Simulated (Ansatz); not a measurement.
Molecule: CH3Be, charge 0, multiplicity 2. It need not be the lowest isomer of its formula. 
Structure (B3LYP-D3(BJ)/def2-TZVP (Ansatz, a program for electronic structure) minimum search):
```
C
H 1 1.0954
H 1 1.0954 2 107.40
H 1 1.0954 2 107.40 3 115.26
Be 1 1.6857 2 111.47 3 -122.37
```
Charge 0, spin multiplicity 2.

Computed values are from Ansatz. Valence correlation only, unless marked. UHF or UKS for open shells. No spin-orbit coupling. No relativistic terms. CBS(X,Y): correlation extrapolated as X^-3; Hartree-Fock from the larger set.

```json
{
 "atomisation energy De": "358.1 kcal/mol at CCSD(T)/CBS(def2-TZVPPD,def2-QZVPPD)",
 "vertical ionisation energy (to the singlet)": "7.86 eV at CCSD(T)/CBS(def2-TZVPPD,def2-QZVPPD)",
 "total_energy": "-54.4789 Eh at CCSD(T)/CBS(def2-TZVPPD,def2-QZVPPD)",
 "dipole_moment": "0.29 D at CCSD(T)/def2-SVPD",
 "T1 diagnostic": "0.012 at CCSD/def2-QZVPPD"
}
```
